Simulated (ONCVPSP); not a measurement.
F: one change to an ONCV potential, before and after

ONCVPSP 4.0.1 input, shortened (lines: element, Z, core and valence counts, functional; n l f; lmax; l rc ep ncon nbas qcut; lloc lpopt rc5 dvloc0; l nproj debl; icmod fcfact rcfact), LDA (Perdew-Wang 92), scalar-relativistic:

```
  F 9.00    1    2  -001012      upf
    1    0    2.00
    2    0    2.00
    2    1    5.00
    2
    0    0.70    0.00    3    7    9.10
    1    1.60    0.00    3    7    7.90
    2    1.55    0.36    5    9    6.90
    4    5    0.65    0.00
    0    2    1.00
    1    2    1.70
    2    1    2.10
    3    5.25    1.65
```

In the s channel the program set the typed energies aside and used -1.090, 0.250 Ha.

All-electron outer shells of the reference configuration (LDA (PZ), scalar-relativistic, ld1.x):

```tsv
shell	level (eV)	outermost node (bohr)	outermost maximum (bohr)
1s	-658.96	–	0.12
2s	-29.65	0.24	0.77
2p	-11.29	–	0.71
```

Change: all radii but the core radius scaled by about 1.23 (s 0.86, p 1.96, d 1.90 bohr); local potential polynomial inside 0.80 bohr (lpopt 5, dvloc0 0 Ha).

Cutoffs: the cutoffs (Ha) at which the residual kinetic energy of the hardest occupied pseudo-wave falls to 1 and 0.1 mHa per electron; they do not see the model core or the augmentation charge, which bear on the density cutoff. Errors are all-electron minus pseudo energies relative to the spin-unpolarised reference configuration.

Q: What does the change do?

A: The potential gets softer (79 Ha and 275 Ha → 37 Ha and 125 Ha); of the 4 tests that both files solve, the error grows in 4 and shrinks in 0 by more than 15 % and 0.3 meV (median size 375.7 → 614.8 meV); neither file shows a bound ghost. A larger radius leaves more room for a smooth pseudo-wave, so fewer plane waves are needed. More of the atom is replaced by a form fitted at one configuration, so other configurations suffer.

```tsv
quantity	base	changed
cutoff, loose	79 Ha	37 Ha
cutoff, tight	275 Ha	125 Ha
loose cutoff by channel	s 79 Ha, p 24 Ha	s 37 Ha, p 21 Ha
bound ghosts	none	none
GHOST(+) flags under 300 eV	none	none
error for 2s2 2p4, meV [ΔE 19.56 eV]	+92	+159
error for 2s2 2p3, meV [ΔE 58.08 eV]	+653	+1061
error for 2s2 2p2, meV [ΔE 118.82 eV]	+2280	+3537
error for 2s1 2p5, meV [ΔE 38.21 eV]	-98	-168
rms error of d²Exc/dni dnj with the model core, mHa	1.60	1.87
```
